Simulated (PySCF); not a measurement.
## How exact exchange moves a shielding

Molecule: SMILES N#C/C=N/[SiH2]O, C2H4N2OSi.

Atom-mapped SMILES (the numbers label the heavy atoms): `[N:1]#[C:2]/[CH:3]=[N:4]/[SiH2:5][OH:6]`. Hydrogens are named by the atom that carries them.

GIAO shieldings (ppm, equivalent atoms averaged) in PySCF on the PBE0-D3(BJ)/def2-SVP geometry, basis pcSseg-2, gas phase, non-relativistic:

```tsv
functional	exact exchange (%)	σ(C3)	σ(C2)	σ(Si5)	σ(O6)
BLYP	0	23.5	54.8	336.5	281.2
BP86	0	26.3	58.2	342.5	284.4
PBE	0	26.1	57.6	342.2	284.2
B3LYP	20	24.9	57.3	350.7	287.5
PBE0	25	28.0	60.8	360.6	291.7
BHandHLYP	50	28.5	61.2	372.4	294.4
HF	100	37.5	69.5	412.5	303.6
```

Task: Fit each shielding as a line in the percentage of exact exchange.

Result: σ(C3) = 24.6 + 0.12 x (rms 1.5 ppm); σ(C2) = 56.5 + 0.12 x (rms 1.4 ppm); σ(Si5) = 339.8 + 0.71 x (rms 2.8 ppm); σ(O6) = 283.9 + 0.20 x (rms 1.5 ppm). The functionals also differ in their semilocal parts, which the line can't hold; Hartree–Fock has no correlation at all.

Task: What does the line predict for mPW1PW91 (25 %), and what does the run give?

Result: σ(C3): 27.6 predicted, 27.4 computed; σ(C2): 59.5 predicted, 60.4 computed; σ(Si5): 357.6 predicted, 360.4 computed; σ(O6): 288.9 predicted, 291.4 computed ppm.
